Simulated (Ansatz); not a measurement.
Input file for C3H10AlN:

```yaml
crystal:
  periodic: [false, false, false]
  atoms:
    - {symbol: C, position_ang: [-1.266816, 0.730128, 1.416222]}
    - {symbol: C, position_ang: [-0.392853, 1.023272, 0.202720]}
    - {symbol: C, position_ang: [0.725084, 0.037736, -0.022082]}
    - {symbol: N, position_ang: [0.223289, -1.354255, -0.407766]}
    - {symbol: Al, position_ang: [1.498108, -0.552913, -1.719917]}
    - {symbol: H, position_ang: [-2.065930, 1.467665, 1.524393]}
    - {symbol: H, position_ang: [-0.673239, 0.741312, 2.334536]}
    - {symbol: H, position_ang: [-1.741821, -0.253418, 1.346016]}
    - {symbol: H, position_ang: [0.058405, 2.014929, 0.307071]}
    - {symbol: H, position_ang: [-1.015629, 1.084953, -0.698996]}
    - {symbol: H, position_ang: [1.349185, -0.072128, 0.866495]}
    - {symbol: H, position_ang: [-0.765163, -1.364667, -0.625447]}
    - {symbol: H, position_ang: [0.421478, -2.081243, 0.265649]}
    - {symbol: H, position_ang: [2.908145, -1.285749, -1.703626]}
    - {symbol: H, position_ang: [0.715956, -0.186322, -3.055969]}
basis:
  gaussian: {orbitals: def2-TZVPP}
correlation: {method: ccsd_t}
```

```sh
$ ansatz run in.yaml --threads 4 --pin off --events-out ev --progress --plain --max-ram 10444MiB
```

Output of Ansatz, abridged:

```
Functional definition: HF
1767 factors; integrals over basis functions are off by at most 1.3e-3 eV
mean field evaluation 1: about -11311.1819 eV, gradient 4.1e1 eV
mean field evaluation 2: about -11311.4150 eV, gradient 4.1e1 eV
mean field evaluation 4: about -11315.8922 eV, gradient 4.5e0 eV
mean field evaluation 8: about -11315.9661 eV, gradient 2.4e-1 eV
mean field -11315.96636630 eV, -415.8540937239 hartree, gradient 1.3e-6 eV, S^2 0.000000; 0 other end points of the search recorded, 0 dependent functions left out
9 core orbitals not correlated: weight in the atoms' cores, before any rotation towards them, 1.000 or more for the frozen orbitals, at most 0.000 for the correlated occupied ones
reference -11315.96636630 eV, -415.8540937239 hartree; 15, 15 occupied and 282, 282 virtual orbitals, 1767 factors
second order -22.61608004 eV of doubles, -0.00000000 eV of singles
cycle   1  -23.44003047 eV  change   -8.2e-1 eV  update   9.5e-2
cycle   2  -24.04174429 eV  change   -6.0e-1 eV  update   2.8e-2
cycle   3  -24.12669375 eV  change   -8.5e-2 eV  update   1.1e-2
cycle   4  -24.12122247 eV  change    5.5e-3 eV  update   3.0e-3
cycle   5  -24.12195324 eV  change   -7.3e-4 eV  update   1.4e-3
cycle   6  -24.12196041 eV  change   -7.2e-6 eV  update   4.3e-4
cycle   7  -24.12175499 eV  change    2.1e-4 eV  update   1.7e-4
cycle   8  -24.12175611 eV  change   -1.1e-6 eV  update   5.9e-5
cycle   9  -24.12176003 eV  change   -3.9e-6 eV  update   1.9e-5
perturbative correction -0.92722025 eV, -0.0340747158 hartree
Total energy: -11341.01534658 eV, -416.7746267705 hartree
```

Hardware: 4 threads of an Arm Neoverse V1 on a shared host. Wall time 14 min, peak host memory 4 GiB.

The correlation energy is -25.049 eV, 3.7 % of it from (T); the T1 diagnostic reads 0.0097.
